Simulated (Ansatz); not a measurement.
Program: Ansatz. Geometries: PBE0-D4/def2-TZVP. ΔE: electronic, gas phase. CCSD(T)/CBS is the MP2 limit (def2-TZVPP, def2-QZVPP) plus CCSD(T) − MP2 in def2-TZVPP, frozen cores. This one scheme is used for every species. Functionals use def2-TZVPP. For Ga outer-core shells are correlated without core-valence functions, which leaves a few kJ/mol of doubt a bond. Scalar relativity is left out up to krypton.

Consider the hydrogenolysis of a Ga–Cl bond: `N#[C][Ga]([Cl])[Cl]` + H₂ → `N#[C][GaH][Cl]` + HCl.

Question: Is it downhill or uphill in electronic energy at CCSD(T)/CBS, and by how much? (Best estimate.)

Answer: Ansatz gave: Uphill: ΔE = +0.88 eV.

Question: What do these levels give: BLYP-D4, BHLYP-D4, PBE, r2SCANh, HF/def2-SVP, HF/CBS(def2)? (An estimate is asked.)

Answer: Computed: BLYP-D4 0.89, BHLYP-D4 0.90, PBE 0.83, r2SCANh 0.91, HF/def2-SVP 0.83, HF/CBS(def2) 0.81 eV.

Largest T1 diagnostic among the species: 0.013.

In def2-TZVPP, CCSD(T) changes the Hartree–Fock value by +0.05 eV (the triples alone add +0.04 eV) and MP2 by +0.14 eV. The D4 term adds +0.07 eV with B3LYP and +0.04 eV with PBE0; it sums over pairs of atoms, weighted by their polarisabilities, and B3LYP, whose exchange is more repulsive, gets the larger term. Leaving LDA and LC-ωPBE aside and taking each functional with its dispersion term where it has one, the values, not all of them listed here, spread over 0.10 eV, from CAM-B3LYP-D4 to r2SCAN-D4. LDA lies −0.04 eV from PBE without D4.

B3LYP here is the variant with VWN-RPA as its local correlation; programs differ in this.
